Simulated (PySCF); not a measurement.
NMR data simulated for an unnamed compound:

1H NMR (400 MHz, computed): δ 4.56 (m, 1H), 2.57 (m, 1H), 2.46 (m, 1H), 1.98 (m, 1H), 1.96 (m, 1H), 1.91 (m, 1H), 1.76 (m, 1H), 1.52 (m, 1H), 1.50 (m, 1H).

13C{1H} NMR (computed): δ 216.5 (C), 91.4 (CH), 60.8 (CH), 46.8 (CH2), 41.9 (CH2), 36.4 (CH2), 36.1 (CH).

- structure optimised with PBE0-D3(BJ)/def2-SVP
- PBE0/pcSseg-1 with gauge-including orbitals
- run in PySCF 2.14.0 with density-fitted response routines
- a single conformation, non-relativistic, isolated molecule

Referencing at the same level of theory: TMS for 1H and 13C.

Task: Which of these does the molecule contain: a (CH3)2CH unit, an OH group, a ketone, an NH or NH2 group?

Result: 
- A (CH3)2CH unit: no.
- An OH group: no.
- A ketone: yes (δC 216.5).
- An NH or NH2 group: no.

The data belong to SMILES C1C(=O)[C@H]2[C@H](F)C[C@@H]1C2, C₇H₉FO; they needn't prove each group on their own.

Carbon signals by region: 1 in the far downfield region (above 160 ppm), 2 at 50–100 ppm, 4 below 50 ppm. Above 160 ppm: 216.5, ketone carbonyl carbon.

Splittings by 19F in the carbon and heteronuclear signals aren't shown, as no couplings were computed. Shifts are as computed. Against solution values, carbons near 30 ppm lie about +2 ppm off and those near 130 ppm about +5 ppm. Of 1211 compounds with measured shifts, 218 miss one by over three times the rms of a fit or turn the order of signals round; such compounds aren't used in these exercises. No couplings were computed; multiplicities are counted from neighbouring protons, with m where these are inequivalent, close in shift, in a saturated or five-membered ring or joined by F or P, and br s for small geminal =CH2 splittings.
